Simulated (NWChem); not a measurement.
Everything below was run with NWChem. System: FGe (+1), charge 1, spin multiplicity 1, at a geometry optimised with B3LYP/def2-SVP. The structure started from a generated list of species. Level: CR-EOMCCSD(T)/def2-SVPD, 10 core orbitals frozen.

Part of the output:

```
             Northwest Computational Chemistry Package (NWChem) 7.3.0
             --------------------------------------------------------

                                NWChem Input Module
                                -------------------

 Scaling coordinates for geometry "geometry" by  1.889725989
 (inverse scale =  0.529177249)

 Turning off AUTOSYM since
 SYMMETRY directive was detected!

                             Geometry "geometry" -> ""
                             -------------------------

 Output coordinates in angstroms (scale by  1.889725989 to convert to a.u.)

  No.       Tag          Charge          X              Y              Z
 ---- ---------------- ---------- -------------- -------------- --------------
    1 F                    9.0000     0.00000000     0.00000000     1.32271600
    2 Ge                  32.0000     0.00000000     0.00000000    -0.37201400

 Effective nuclear repulsion energy (a.u.)      89.9276272397

            Nuclear Dipole moment (a.u.)
            ----------------------------
        X                 Y               Z
 ---------------- ---------------- ----------------
     0.0000000000     0.0000000000    -0.0000075589

      Symmetry information
      --------------------

 Group name             C2v
 Group number             16
 Group order               4
 No. of unique centers     2

      Symmetry unique atoms

     1    2


 Summary of "ao basis" -> "" (spherical)
 ------------------------------------------------------------------------------
       Tag                 Description            Shells   Functions and Types
 ---------------- ------------------------------  ------  ---------------------
 *                         def2-svpd                  on all atoms

 Summary of "ao basis" -> "ao basis" (spherical)
 ------------------------------------------------------------------------------
       Tag                 Description            Shells   Functions and Types
 ---------------- ------------------------------  ------  ---------------------
 F                         def2-svpd                 9       23   4s3p2d
 Ge                        def2-svpd                14       38   6s4p4d

                                 NWChem SCF Module
                                 -----------------

  ao basis        = "ao basis"
  functions       =    61
  atoms           =     2
  closed shells   =    20
  open shells     =     0
  charge          =   1.00
[...]
 Iteration  12 using   12 trial vectors
   0.0001361271716   0.2548377498800    6.93449     0.7     0.7

 Iteration  13 using   13 trial vectors
   0.0000585816775   0.2548382083892    6.93450     0.6     0.6

 Iteration  14 using   14 trial vectors
   0.0000216497123   0.2548380646572    6.93450     0.5     0.5

 Iteration  15 using   15 trial vectors
   0.0000080794188   0.2548379522700    6.93450     0.6     0.6
 --------------------------------------------------------------
 Iterations converged
 ------------------

 Excited state root  1
 Excitation energy / hartree =        0.254837952270013
                   / eV      =        6.934496460532212
 largest EOMCCSD amplitudes: R1 and R2

 Singles contributions
    21b1  (alpha) ---    17a1  (alpha)        0.2644944500
    21b1  (alpha) ---    20a1  (alpha)       -0.8851177578

 Doubles contributions
======= CR-EOMCCSD(T) calculation ======
corresponding R0 value =     0.000000

CR-EOMCCSD(T) Intermediates cpu wall time             1.4            1.4
 creom_N i2_1 nr of boxes                   168
 creom_N i2_2 nr of boxes                   168
 creom_N i2_3 nr of boxes                   168
 creom_N i2_4 nr of boxes                   168

CR-EOMCCSD(T) triples loop cpu wall             2.6            2.6

 CR-EOMCCSD(T)  total energy / hartree       =     -2174.339623815895266
 CR-EOMCCSD(T)  excitation energy (eV)       =      6.90966

 =========================================
 Excited-state calculation ( b2  symmetry)
 =========================================
 Dim. of EOMCC iter. space      500

 EOMCCSD SOLVER TYPE  1
  maxdiff =   0.51622891641372104

 No. of initial right vectors    1

 EOM-CCSD right-hand side iterations
 --------------------------------------------------------------
      Residuum       Omega / hartree  Omega / eV    Cpu    Wall
 --------------------------------------------------------------

 Iteration   1 using    1 trial vectors
   0.5120054708628   0.3569995929946    9.71446     0.8     0.8

 Iteration   2 using    2 trial vectors
   0.1523189698909   0.2775778237534    7.55328     0.6     0.6

 Iteration   3 using    3 trial vectors
   0.0888248257759   0.2640863930930    7.18616     0.5     0.5

 Iteration   4 using    4 trial vectors
   0.0582187959751   0.2579677524220    7.01966     0.5     0.5

 Iteration   5 using    5 trial vectors
   0.0242455241746   0.2554595837529    6.95141     0.7     0.7

 Iteration   6 using    6 trial vectors
   0.0115665326427   0.2548948298735    6.93604     0.5     0.5

 Iteration   7 using    7 trial vectors
   0.0053142702766   0.2548465252416    6.93473     0.7     0.7

 Iteration   8 using    8 trial vectors
   0.0022442668254   0.2548456040773    6.93470     0.6     0.6

 Iteration   9 using    9 trial vectors
   0.0008706565382   0.2548388309749    6.93452     0.6     0.6

 Iteration  10 using   10 trial vectors
   0.0003403469978   0.2548386635116    6.93452     0.6     0.6

 Iteration  11 using   11 trial vectors
   0.0002244707447   0.2548390808310    6.93453     0.6     0.6

 Iteration  12 using   12 trial vectors
   0.0001361271716   0.2548377498800    6.93449     0.6     0.6

 Iteration  13 using   13 trial vectors
   0.0000585816775   0.2548382083892    6.93450     0.8     0.8

 Iteration  14 using   14 trial vectors
   0.0000216497123   0.2548380646572    6.93450     0.6     0.6

 Iteration  15 using   15 trial vectors
   0.0000080794188   0.2548379522700    6.93450     0.6     0.6
 --------------------------------------------------------------
 Iterations converged
 ------------------

 Excited state root  1
 Excitation energy / hartree =        0.254837952270017
                   / eV      =        6.934496460532340
 largest EOMCCSD amplitudes: R1 and R2

 Singles contributions
    22b2  (alpha) ---    17a1  (alpha)        0.2644944500
    22b2  (alpha) ---    20a1  (alpha)       -0.8851177578

 Doubles contributions
======= CR-EOMCCSD(T) calculation ======
corresponding R0 value =     0.000000

CR-EOMCCSD(T) Intermediates cpu wall time             1.5            1.5
 creom_N i2_1 nr of boxes                   168
 creom_N i2_2 nr of boxes                   168
 creom_N i2_3 nr of boxes                   168
 creom_N i2_4 nr of boxes                   168

CR-EOMCCSD(T) triples loop cpu wall             2.6            2.6

 CR-EOMCCSD(T)  total energy / hartree       =     -2174.339623815895266
 CR-EOMCCSD(T)  excitation energy (eV)       =      6.90966

 Task  times  cpu:       66.0s     wall:       66.0s

 Total times  cpu:       66.1s     wall:       66.1s
```

Question: Write an NWChem input that would produce this output.

Answer: Several could match; the one computed here: 
```
start mol
memory heap 100 mb stack 700 mb global 1900 mb
charge 1
geometry units angstroms nocenter noautoz
  F      0.000000     0.000000     1.322716
  Ge     0.000000     0.000000    -0.372014
  symmetry group C2v
end
basis spherical
  * library def2-svpd
end
scf
  rhf
  nopen 0
  maxiter 100
  thresh 1e-7
  semidirect memsize 60000000 filesize 0
end
tce
  freeze core 10
  creomsd(t)
  nroots 1
  2eorb
  2emet 13
  thresh 1e-5
  maxiter 200
  tilesize 24
end
task tce energy
```
